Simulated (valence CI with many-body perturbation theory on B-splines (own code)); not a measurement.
# Nb XX: M1 decay

Calculated by configuration interaction combined with many-body perturbation theory (CI+MBPT): four valence electrons over a frozen Dirac-Fock core [Ar], radial functions for each j: 7 s, 7 p, 8 d, 6 f, 4 g, 1 h, with the one-electron correlation potential Σ1, the two-electron term Σ2, the three-electron term Σ3, Breit, model QED; selected CI, second order for the rest, scaled by the run's own slope (own B-spline code, finite nucleus).

No measured spectrum was set against this ion. As an estimate, terms of the open shell hold to 2 to 4 % of their energy, and close levels can change places. Only levels of the ground parity were solved; by the run's estimate the other parity begins above the list, which can be wrong where configurations are misplaced.

Lines 51 to 100 of 120 in falling wavelength, among levels below 384420 cm⁻¹, chosen from the decays that carry over 1 % of a level's rate. Wavelengths and rates use the calculated energies, so an error of 2000 cm⁻¹ moves a line at 1824 Å by 3.6 % and its rate by three times that or more. S is in atomic units (e²a₀⁴ for E2 and M2, e²a₀⁶ for E3), for M1 in squared Bohr magnetons. Weak lines are less certain than strong ones. Lines between different terms over intervals too small for the method are left out, as are lines whose strength nearly cancels.

Names give the largest LS component (configuration and term), which can be under half, so a name can repeat, a term be missing and a line seem to break the LS rules; names also repeat where a configuration has a term twice. Letters in brackets count levels of one name in rising energy.

```tsv
λ vac (Å)	Upper	Lower	Type	A (s⁻¹)	S (a.u.)
1824	3d4 1D_2 [a]	3d4 3P_2 [a]	M1	2.49e+02	2.80e-01
1820	3d4 3G_3	3d4 5D_4	M1	3.51e+01	5.49e-02
1744	3d4 3P_0 [a]	3d4 5D_1	M1	2.21e+03	4.34e-01
1685	3d4 1F_3	3d4 3F_3 [a]	M1	1.54e+01	1.92e-02
1675	3d4 3F_3 [b]	3d4 1G_4 [a]	M1	1.89e+02	2.30e-01
1615	3d4 1G_4 [a]	3d4 3H_5	M1	1.60e+02	2.25e-01
1602	3d4 3G_3	3d4 5D_3	M1	4.07e+02	4.34e-01
1576	3d4 3P_2 [b]	3d4 3D_2	M1	3.02e+02	2.19e-01
1565	3d4 1F_3	3d4 3G_4	M1	1.08e+02	1.07e-01
1561	3d4 1S_0 [a]	3d4 3P_1 [a]	M1	2.00e+03	2.83e-01
1547	3d4 1F_3	3d4 3P_2 [a]	M1	1.15e+02	1.10e-01
1520	3d4 3F_2 [a]	3d4 5D_3	M1	2.15e+01	1.40e-02
1459	3d4 3F_4 [a]	3d4 5D_4	M1	4.33e+02	4.48e-01
1425	3d4 3D_1	3d4 3P_0 [a]	M1	4.57e+02	1.47e-01
1419	3d4 3P_1 [a]	3d4 5D_2	M1	1.48e+03	4.72e-01
1416	3d4 3F_2 [b]	3d4 3D_1	M1	3.02e+02	1.59e-01
1410	3d4 3G_3	3d4 5D_2	M1	2.05e+02	1.49e-01
1391	3d4 1F_3	3d4 3F_4 [a]	M1	7.83e+01	5.47e-02
1382	3d4 1D_2 [a]	3d4 3F_2 [a]	M1	1.62e+02	7.91e-02
1347	3d4 3F_2 [a]	3d4 5D_2	M1	3.98e+02	1.80e-01
1321	3d4 1D_2 [a]	3d4 3G_3	M1	4.38e+02	1.87e-01
1315	3d4 3F_2 [b]	3d4 3D_2	M1	3.08e+02	1.30e-01
1315	3d4 3F_4 [a]	3d4 5D_3	M1	1.32e+02	1.00e-01
1315	3d4 1G_4 [a]	3d4 3H_4	M1	4.56e+01	3.46e-02
1314	3d4 3F_4 [b]	3d4 3D_3	M1	4.16e+02	3.15e-01
1313	3d4 1D_2 [a]	3d4 3P_1 [a]	M1	1.90e+02	8.00e-02
1306	3d4 3G_4	3d4 5D_4	M1	2.03e+02	1.51e-01
1300	3d4 3F_4 [b]	3d4 3G_5	M1	1.94e+02	1.43e-01
1233	3d4 3F_3 [a]	3d4 5D_4	M1	1.17e+02	5.71e-02
1215	3d4 3F_2 [b]	3d4 3D_3	M1	2.12e+01	7.04e-03
1201	3d4 3F_2 [a]	3d4 5D_1	M1	3.44e+02	1.10e-01
1200	3d4 3P_2 [a]	3d4 5D_3	M1	3.49e+02	1.12e-01
1190	3d4 3G_4	3d4 5D_3	M1	1.27e+02	7.14e-02
1169	3d4 1F_3	3d4 3G_3	M1	1.75e+02	7.25e-02
1165	3d4 3F_4 [b]	3d4 3F_3 [a]	M1	1.42e+02	7.47e-02
1128	3d4 3F_3 [a]	3d4 5D_3	M1	2.56e+02	9.56e-02
1111	3d4 3G_5	3d4 5D_4	M1	3.09e+01	1.73e-02
1101	3d4 3D_3	3d4 5D_4	M1	4.25e+02	1.47e-01
1089	3d4 3P_2 [a]	3d4 5D_2	M1	9.49e+00	2.27e-03
1087	3d4 3F_2 [b]	3d4 3F_3 [a]	M1	8.55e+02	2.03e-01
1030	3d4 3F_3 [a]	3d4 5D_2	M1	1.13e+02	3.20e-02
1028	3d4 3F_2 [b]	3d4 3P_2 [a]	M1	6.44e+01	1.30e-02
1017	3d4 3D_3	3d4 5D_3	M1	1.47e+02	4.02e-02
1017	3d4 3F_4 [b]	3d4 3F_4 [a]	M1	5.60e+02	1.96e-01
1002	3d4 1F_3	3d4 3H_4	M1	1.29e+02	3.36e-02
1001	3d4 3F_3 [b]	3d4 3G_4	M1	9.52e+01	2.48e-02
992.1	3d4 3P_2 [a]	3d4 5D_1	M1	4.90e+01	8.86e-03
955.8	3d4 3D_2	3d4 5D_3	M1	9.99e+02	1.62e-01
946.4	3d4 3P_2 [b]	3d4 3G_3	M1	8.95e+01	1.41e-02
942.7	3d4 3P_2 [b]	3d4 3P_1 [a]	M1	1.49e+02	2.31e-02
```
